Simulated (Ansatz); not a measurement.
Reaction (cleavage of the Ge–Ge bond): `[GeH3][GeH3]` + H₂Te → `[GeH3][TeH]` + GeH₄

Calculated with Ansatz (gas phase, PBE0-D4/def2-TZVP geometries, no zero-point term in ΔE). CBS: MP2 limit from def2 TZ/QZ plus the TZ coupled-cluster correction, frozen cores. Functionals use def2-TZVPP. Elements past krypton have def2 core potentials. For Ge, Te outer-core shells are correlated without core-valence functions, which leaves a few kJ/mol of doubt a bond. Scalar relativity is left out up to krypton.

| species | revPBE-D4 energy (Eh) |
| --- | --- |
| `[GeH3][GeH3]` | -4157.29470 |
| H₂Te | -269.26104 |
| `[GeH3][TeH]` | -2347.33498 |
| GeH₄ | -2079.23240 |

Work out ΔE.

ΔE = (-2347.33498) + (-2079.23240) − (-4157.29470) − (-269.26104) = -0.01164 Eh = -30.6 kJ/mol. CCSD(T)/CBS gives -33.2 kJ/mol.

Largest T1 diagnostic among the species: 0.012.

Leaving LDA and LC-ωPBE aside and taking each functional with its dispersion term where it has one, the values, not all of them listed here, spread over 6.5 kJ/mol, from BHLYP-D4 to PBE-D4. From BLYP to BHLYP (50 % exact exchange), in def2-TZVPP and without D4, ΔE moves by −4.9 kJ/mol. In def2-TZVPP, CCSD(T) changes the Hartree–Fock value by +11.7 kJ/mol (the triples alone add −0.3 kJ/mol) and MP2 by +4.6 kJ/mol.
